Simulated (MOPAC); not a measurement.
MOPAC input (PM6):

```
PM6 PRECISE GNORM=0.05 LET XYZ UHF MS=0.5 GEO-OK AUX(PRECISION=9) THREADS=1
CH3I2Si

C    -2.55719000 1   -0.23628800 1   -0.19833400 1
Si   -0.76945700 1   -0.04190800 1   -0.74929000 1
I     0.52291800 1   -2.00358500 1    0.02674300 1
I     0.13438800 1    2.05693900 1    0.19862600 1
H    -2.60447200 1   -0.28692500 1    0.89100900 1
H    -3.14337000 1    0.61766400 1   -0.54026500 1
H    -2.97384200 1   -1.15407400 1   -0.61526300 1
```

From the output:

```
                                                       MOPAC v23.2.5 Linux

          FINAL HEAT OF FORMATION =          1.05898 KCAL/MOL =       4.43076 KJ/MOL

          COSMO AREA              =        150.20 SQUARE ANGSTROMS
          COSMO VOLUME            =        148.38 CUBIC ANGSTROMS

          GRADIENT NORM           =          0.01857          =       0.00702 PER ATOM
          IONIZATION POTENTIAL    =          7.252845 EV
          ALPHA SOMO LUMO (EV)    =         -7.253 -2.020
          BETA  SOMO LUMO (EV)    =         -9.235 -1.479
          NO. OF ALPHA ELECTRONS  =         13
          NO. OF BETA  ELECTRONS  =         12
          MOLECULAR WEIGHT        =        296.9292         POINT GROUP:  Cs

          MOLECULAR DIMENSIONS (Angstroms)

            Atom       Atom       Distance
            H     6    I     3     4.43977
            H     7    I     4     4.40771
            H     7    H     5     1.50130

          SCF CALCULATIONS        =         23

   ATOM   CHEMICAL          X               Y               Z
  NUMBER   SYMBOL      (ANGSTROMS)     (ANGSTROMS)     (ANGSTROMS)

     1       C         -2.52220258  *  -0.23091022  *  -0.24606470  *
     2      Si         -0.65290840  *  -0.05684184  *  -0.13260516  *
     3       I          0.49625568  *  -2.02139192  *  -0.08868570  *
     4       I          0.10391996  *   2.07897106  *   0.08488980  *
     5       H         -2.97629809  *  -0.31686874  *   0.75674686  *
     6       H         -3.00435175  *   0.63232915  *  -0.73293376  *
     7       H         -2.83598906  *  -1.12593780  *  -0.80744763  *

                             CARTESIAN COORDINATES

   1    C       -2.522202578    -0.230910217    -0.246064696
   2   Si       -0.652908398    -0.056841838    -0.132605156
   3    I        0.496255677    -2.021391922    -0.088685705
   4    I        0.103919958     2.078971059     0.084889802
   5    H       -2.976298086    -0.316868742     0.756746861
   6    H       -3.004351746     0.632329154    -0.732933764
   7    H       -2.835989061    -1.125937796    -0.807447630

           Empirical Formula: C H3 Si I2  =     7 atoms

      MOLECULAR POINT GROUP   :   Cs

          ALPHA EIGENVALUES
 -25.41905 -22.63837 -22.29050 -16.34133 -14.23124 -14.22086 -11.81852 -10.98163
 -10.82325 -10.27964 -10.16384  -9.96252  -7.25284  -2.02030  -1.28062  -0.27150
   1.40865   1.60235   1.65083   1.85710   3.45188   5.37389   5.46109   6.59452
 110.04321 110.47956 110.55475 111.11518 111.13191 111.15439 111.15778 111.44742
 111.45452 111.73135

           BETA EIGENVALUES
 -25.40095 -21.37519 -20.99077 -15.91494 -14.20333 -14.18304 -11.40124 -10.73001
 -10.08289  -9.96632  -9.84581  -9.23501  -1.47946  -1.43098  -0.24877   0.03215
   1.40077   1.63826   1.69673   2.01226   3.55533   5.38571   5.46898   6.60076
 110.74678 111.02544 111.10280 111.24106 111.24443 111.32458 111.33158 111.84333
 111.87362 112.32030

              NET ATOMIC CHARGES AND DIPOLE CONTRIBUTIONS

  ATOM NO.   TYPE          CHARGE      No. of ELECS.   s-Pop       p-Pop       d-Pop
    1          C          -0.748131        4.7481     1.08625     3.66189
    2         Si           0.429127        3.5709     1.49780     1.64545     0.42763
    3          I          -0.143403        7.1434     1.87339     5.26765     0.00235
    4          I          -0.143380        7.1434     1.87338     5.26764     0.00235
    5          H           0.202082        0.7979     0.79792
    6          H           0.201852        0.7981     0.79815
    7          H           0.201852        0.7981     0.79815
 DIPOLE           X         Y         Z       TOTAL
 POINT-CHG.    -1.247    -0.113    -0.145     1.261
 HYBRID        -1.091    -0.107     0.060     1.098
 SUM           -2.338    -0.220    -0.086     2.350

          ATOMIC ORBITAL ELECTRON POPULATIONS

     Atom    s        px        py        pz      x^2-y^2     xz        z^2       yz        xy
    1  C   1.08625   1.26992   1.20163   1.19034
    2 Si   1.49780   0.73415   0.57313   0.33816   0.16315   0.03952   0.07417   0.06282   0.08796
    3  I   1.87339   1.80059   1.65243   1.81464   0.00069   0.00012   0.00037   0.00026   0.00091
    4  I   1.87338   1.85300   1.60246   1.81218   0.00088   0.00007   0.00036   0.00034   0.00069
    5  H   0.79792
    6  H   0.79815
    7  H   0.79815

                    (SZ)    =    0.500000
                    (S**2)  =    0.775052

          ATOMIC ORBITAL SPIN POPULATIONS

    Atom   Total    s     px     py     pz   x^2-y^2  xz     z^2    yz     xy
         Atomic
    1  C  0.0416  0.003  0.039 -0.000 -0.000
    2 Si  0.3637  0.303  0.104 -0.079 -0.004  0.001  0.000  0.054 -0.003 -0.011
    3  I  0.2998  0.011  0.027  0.255  0.006  0.000  0.000 -0.000  0.000  0.000
    4  I  0.2998  0.011  0.002  0.277  0.010  0.000 -0.000 -0.000  0.000  0.000
    5  H -0.0009 -0.001
    6  H -0.0020 -0.002
    7  H -0.0020 -0.002

 **********************
 *                    *
 * JOB ENDED NORMALLY *
 *                    *
 **********************

 == MOPAC DONE ==
```

The geometry given is a B3LYP-D3(BJ)/def2-TZVP minimum.
